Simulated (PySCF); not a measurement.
Species, as SMILES: C=C(F)F.
Geometry (B3LYP-D3(BJ)/def2-TZVP, fixed):
```xyz
6

C      1.3666    -0.1842    -0.0960
C      0.0659    -0.0089    -0.0046
F     -0.8303    -0.9779     0.0790
F     -0.5461     1.1633     0.0177
H      2.0191     0.6710    -0.1597
H      1.7731    -1.1820    -0.1067
```
Charge 0, spin multiplicity 1.

Basis-set convergence of the lowest singlet excitation energy at PBE with PySCF. Tamm-Dancoff approximation; the state is taken by its order, and sets in which it differs in degeneracy or brightness are left out, yet its character can still change. All functions are spherical. Density fitting with generated auxiliary sets. No added dispersion term, no relativity. Reference: the value in aug-pcseg-2, 6.089 eV, itself unsure by roughly 0.011 eV (its distance from aug-cc-pVTZ). Deviations are taken from unrounded values. Cost is core time over that of pcseg-1, rough, on shared machines of one kind.

```
basis            functions  lowest singlet excitation energy (eV)  minus reference (eV)  cost
---------------  ---------  -------------------------------------  --------------------  ----
pcseg-1                 66                                  7.883                 1.795    1×
def2-SVPD              102                                  6.745                 0.657    2×
aug-pcseg-1            110                                  6.106                 0.018    2×
6-311++G(2d,2p)        128                                  6.226                 0.138    3×
def2-TZVP              136                                  7.714                 1.626    3×
pcseg-2                148                                  6.943                 0.855    4×
def2-TZVPP             152                                  7.698                 1.610    4×
d-aug-cc-pVDZ          154                                  6.010                -0.079    5×
def2-QZVPP             288                                  7.007                 0.918   10×
```

The smallest set listed that lies within 0.2 eV of the reference with all its larger relatives (same family, alike in diffuse functions; a set with none counts only in the reference's own line) is aug-pcseg-1 (110 functions, 2× in cost, 0.018 eV off). Inside, with no larger relative to test it: d-aug-cc-pVDZ. (Relatives not listed, tested too: 6-311++G(3df,3pd) 0.132, aug-pcseg-2 0.000 eV.)
